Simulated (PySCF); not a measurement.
# B3H5N3(+)

B3H5N3(+) is a small molecule, charge +1, singlet. The structure was relaxed in the gas phase by PBE0-D3(BJ)/def2-SVP. No frequency run checks that it is a minimum.

SMILES: [B]1NBNBN1 (charge +1)

```
atom   x (Å)   y (Å)   z (Å)
  N1  -1.414   0.813  -0.076
  B2  -0.411   0.792   1.024
  N3   0.749  -0.003   0.807
  B4   1.073  -0.787  -0.337
  N5   0.079  -0.776  -1.445
  B6  -0.911   0.022  -1.031
  H7  -2.268   1.356  -0.005
  H8  -0.631   1.432   2.011
  H9   1.431  -0.014   1.563
 H10   2.067  -1.439  -0.465
 H11   0.228  -1.307  -2.297
```

Shieldings: GIAO PBE0/pcSseg-2. Shifts are against computed references at the same level: H TMS (σ 31.24 ppm). Core levels by delta-SCF with SCAN, pcX-2 on the ionised atom and pcseg-1 elsewhere, spin-free X2C; from the vacuum level, for chosen atoms.

Q: Give the NMR and core-level values of the distinct atoms.

A: 
```json
{"atoms": "N1 N5", "bonded to": "2 B + 1 H", "σ (ppm)": "165.1", "δ (ppm)": "-", "core level (eV)": "1s 411.63"}
{"atoms": "B2 B4", "bonded to": "2 N + 1 H", "σ (ppm)": "59.8", "δ (ppm)": "-", "core level (eV)": "1s 202.15"}
{"atoms": "N3", "bonded to": "2 B + 1 H", "σ (ppm)": "117.8", "δ (ppm)": "-", "core level (eV)": "1s 410.46"}
{"atoms": "B6", "bonded to": "2 N", "σ (ppm)": "60.9", "δ (ppm)": "-", "core level (eV)": "-"}
{"atoms": "H7 H11", "bonded to": "1 N", "σ (ppm)": "25.28", "δ (ppm)": "5.96", "core level (eV)": "-"}
{"atoms": "H8 H10", "bonded to": "1 B", "σ (ppm)": "25.66", "δ (ppm)": "5.59", "core level (eV)": "-"}
{"atoms": "H9", "bonded to": "1 N", "σ (ppm)": "24.23", "δ (ppm)": "7.01", "core level (eV)": "-"}
```

Values are those of this one static structure; atoms that internal rotation interchanges would show their mean in an NMR spectrum.

The core-hole state of B2 is spin-contaminated (⟨S²⟩ 0.81 against 0.75 for a pure doublet), so that value and differences from it are less sure.

Core levels of B6 are left out, their hole states being strongly spin-contaminated.

Q: By CAM-B3LYP/def2-SVPD (TDDFT singlets, Tamm-Dancoff triplets, ionisation by delta-SCF), where does absorption start, and what does vertical ionisation take?

A: The first singlet with intensity lies at 5.61 eV (f 0.003); what lies below it is dark. The lowest singlet lies at 5.25 eV (f 0.000), the strongest of the first 6 at 7.40 eV (f 0.045), the lowest triplet at 5.10 eV; vertical ionisation takes 16.41 eV.
